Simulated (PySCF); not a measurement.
## Nb(3+) (niobium, charge +3) across methods

[Kr] 4d2, high-spin 3F determinant. Computed with PySCF 2.14 in def2-TZVPPD with the def2 core potential (28 electrons), with scalar relativity through the core potential.

```
   method  E (hartree)  mean ε 4p α (eV)  mean ε 4p β (eV)  mean ε 4d α (eV)  Σ⟨r²⟩ (bohr²)   ⟨S²⟩
   r2SCAN     -55.1406           -66.865           -65.004           -31.870          21.08  2.001
  LC-wPBE     -55.1437           -71.242           -69.421           -36.077          21.07  2.001
      PBE     -55.1099           -65.739           -64.263           -31.574          21.17  2.001
  wB97X-V     -55.0998           -71.036           -69.208           -35.517          21.09  2.001
      UHF    -54.73793           -75.921           -72.012           -37.476          21.10  2.005
    M06-L     -55.1590           -66.609           -64.669           -31.575          20.89  2.001
BHandHLYP     -55.0596           -71.216           -68.654           -34.785          21.11  2.002
      LDA     -54.9292           -65.676           -64.204           -31.420          21.33  2.000
     PBE0     -55.1081           -68.540           -66.525           -33.223          21.12  2.001
```

Energies and moments cover only the electrons outside the core potential.
